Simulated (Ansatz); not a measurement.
Ansatz (an electronic-structure program) input (HF/STO-3G):

Ansatz 0.2 input:
```yaml
crystal:
  periodic: [false, false, false]
  atoms:
    - {symbol: Br, position_ang: [1.48281200, 0.27214200, 0.11492200]}
    - {symbol: C, position_ang: [-0.40540900, -0.01641600, -0.03416900]}
    - {symbol: C, position_ang: [-1.40059300, 0.89345500, -0.16308900]}
    - {symbol: C, position_ang: [-2.59021500, 0.09244100, -0.22766700]}
    - {symbol: C, position_ang: [-2.30234600, -1.26131900, -0.13867700]}
    - {symbol: O, position_ang: [-0.85419200, -1.27752600, -0.01307400]}
    - {symbol: H, position_ang: [-1.27898800, 1.96488400, -0.20339700]}
    - {symbol: H, position_ang: [-3.59453800, 0.48140400, -0.33268100]}
basis:
  gaussian:
    orbitals: STO-3G
hamiltonian:
  xc: {name: HF}
total_charge: -1
relax: {f_tol: 0.003, max_steps: 120}
```

From the output:

```
these checks for a lower state are left out or cut short: starts, cluster_reference, orbital_swaps, neighbouring_geometries, increment
integrals: 0.01 GiB planned
613 factors; integrals over basis functions are off by at most 1.7e-5 eV
mean field: 0.12 GiB planned
mean field -75350.39773487 eV, -2769.0760424224 hartree, gradient 1.5e-5 eV, S^2 0.000000; 0 other end points of the search recorded, 0 dependent functions left out
the calculation of the forces begins
reference -75350.39773487 eV, -2769.0760424224 hartree; 35, 35 occupied and 10, 10 virtual orbitals, 613 factors
relax step   3: F+E_penalty+E_count = -75350.39773487 eV  Δ(F+E_penalty+E_count) = -1.486e-2 eV  max|allowed force component| = 1.228e-1 eV/Å  Δτ_max = 0.0136 Å  (30 SCF iters, accepted)
these checks for a lower state are left out or cut short: starts, cluster_reference, orbital_swaps, neighbouring_geometries, increment
integrals: 0.01 GiB planned
613 factors; integrals over basis functions are off by at most 1.7e-5 eV
mean field: 0.12 GiB planned
mean field evaluation 32: about -75350.2044 eV, gradient 6.9e-4 eV
mean field -75350.39840491 eV, -2769.0760670460 hartree, gradient 1.5e-5 eV, S^2 0.000000; 0 other end points of the search recorded, 0 dependent functions left out
the calculation of the forces begins
reference -75350.39840491 eV, -2769.0760670460 hartree; 35, 35 occupied and 10, 10 virtual orbitals, 613 factors
relax step   4: F+E_penalty+E_count = -75350.39840491 eV  Δ(F+E_penalty+E_count) = -6.700e-4 eV  max|allowed force component| = 6.120e-2 eV/Å  Δτ_max = 0.0050 Å  (31 SCF iters, accepted)
these checks for a lower state are left out or cut short: starts, cluster_reference, orbital_swaps, neighbouring_geometries, increment
integrals: 0.01 GiB planned
613 factors; integrals over basis functions are off by at most 1.7e-5 eV
mean field: 0.12 GiB planned
mean field -75350.39848606 eV, -2769.0760700281 hartree, gradient 1.5e-5 eV, S^2 0.000000; 0 other end points of the search recorded, 0 dependent functions left out
the calculation of the forces begins
reference -75350.39848606 eV, -2769.0760700281 hartree; 35, 35 occupied and 10, 10 virtual orbitals, 613 factors
relax step   5: F+E_penalty+E_count = -75350.39848606 eV  Δ(F+E_penalty+E_count) = -8.115e-5 eV  max|allowed force component| = 1.084e-2 eV/Å  Δτ_max = 0.0020 Å  (31 SCF iters, accepted)
these checks for a lower state are left out or cut short: starts, cluster_reference, orbital_swaps, neighbouring_geometries, increment
integrals: 0.01 GiB planned
613 factors; integrals over basis functions are off by at most 1.7e-5 eV
mean field: 0.12 GiB planned
mean field -75350.39848904 eV, -2769.0760701379 hartree, gradient 1.5e-5 eV, S^2 0.000000; 0 other end points of the search recorded, 0 dependent functions left out
the calculation of the forces begins
reference -75350.39848904 eV, -2769.0760701379 hartree; 35, 35 occupied and 10, 10 virtual orbitals, 613 factors
relax step   6: F+E_penalty+E_count = -75350.39848904 eV  Δ(F+E_penalty+E_count) = -2.987e-6 eV  max|allowed force component| = 2.680e-3 eV/Å  Δτ_max = 0.0002 Å  (31 SCF iters, accepted)
integrals: 0.01 GiB planned
613 factors; integrals over basis functions are off by at most 1.7e-5 eV
mean field: 0.12 GiB planned
mean field evaluation 64: about -75349.2976 eV, gradient 1.8e1 eV
mean field -75350.39848904 eV, -2769.0760701379 hartree, gradient 1.5e-5 eV, S^2 0.000000; 1 other end points of the search recorded, 0 dependent functions left out
the calculation of the forces begins
reference -75350.39848904 eV, -2769.0760701379 hartree; 35, 35 occupied and 10, 10 virtual orbitals, 613 factors
Total energy: -75350.39848904 eV, -2769.0760701379 hartree
Atom 0 at     1.475708     0.276231     0.114116 Å, force    -0.000050     0.000293    -0.000018 eV/Å
Atom 1 at    -0.394006     0.003200    -0.034116 Å, force     0.001327    -0.000102     0.000119 eV/Å
Atom 2 at    -1.395843     0.884555    -0.162258 Å, force    -0.000938     0.000192    -0.000090 eV/Å
Atom 3 at    -2.585192     0.080506    -0.226668 Å, force     0.001164     0.002680    -0.000027 eV/Å
Atom 4 at    -2.294606    -1.269071    -0.137642 Å, force    -0.000344    -0.000858     0.000011 eV/Å
Atom 5 at    -0.878969    -1.291153    -0.014564 Å, force    -0.000806    -0.000957    -0.000024 eV/Å
Atom 6 at    -1.302121     1.959311    -0.205127 Å, force    -0.000152    -0.000100    -0.000008 eV/Å
Atom 7 at    -3.568440     0.505486    -0.331573 Å, force    -0.000201    -0.001149     0.000037 eV/Å
Dipole moment:     1.430013     0.749390     0.087747 e Å
```

The dipole moment of an ion depends on the origin.

The geometry given is a B3LYP-D3(BJ)/def2-TZVP minimum.
